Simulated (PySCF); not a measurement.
Problem. What does the PBE0-D3(BJ)/def2-SVP structure of `[Si@H]1(C=C[Si@H](c2cccs2)C=C1)O` look like in three dimensions?

Solution. 
```xyz
22
C8H10OSSi2 angstrom
O     -3.458   -1.543    1.382
Si    -3.096   -0.351    0.267
C     -2.132    0.964    1.167
C     -0.929    1.436    0.788
Si     0.035    0.847   -0.706
C      1.734    0.266   -0.196
C      2.961    0.749   -0.605
C      4.063    0.066   -0.025
C      3.664   -0.936    0.823
S      1.957   -1.041    0.912
C     -0.892   -0.544   -1.550
C     -2.095   -1.014   -1.167
H     -4.261   -2.046    1.230
H     -4.389    0.198   -0.262
H     -2.587    1.372    2.082
H     -0.450    2.209    1.407
H      0.271    1.978   -1.658
H      3.062    1.578   -1.309
H      5.109    0.303   -0.226
H      4.290   -1.616    1.400
H     -0.393   -1.015   -2.410
H     -2.526   -1.851   -1.738
```

Any rigid rotation of these coordinates is as good. Atoms count from 1 in this order. Si5 (SiH silicon) is distorted tetrahedral (angles from 105.4° to 110.6°). The 6-membered ring Si2–C3–C4–Si5–C11–C12 has internal angles of 109.8° to 125.0° (sum 720°, against 720° for a flat polygon); it is almost planar, 0.02 Å rms from its mean plane, widest ring torsion 4°. Si2 (oxygen-bound silicon) is tetrahedral (angles from 107.0° to 112.0°). The 5 C–C bonds span 1.347 Å (C3=C4, drawn double) to 1.421 Å (C7–C8, aromatic), a spread of 0.074 Å.

Bonds between heavy atoms (Å): O1–Si2 1.671, Si2–C3 1.864, C3=C4 1.347, C4–Si5 1.873, Si5–C6 1.867, C6–C7 1.381, C7–C8 1.421, C8–C9 1.372, C9–S10 1.713, Si5–C11 1.872, C11=C12 1.347, Si2–C12 1.870, C6–S10 1.728.

Method: PBE0-D3(BJ)/def2-SVP geometry optimisation, gas phase in PySCF 2.14.0.

Whether it is a minimum is left open (no frequencies). One conformer, not necessarily the lowest (H–O1–Si2–C3 151°, C4–Si5–C6–C7 -120°).
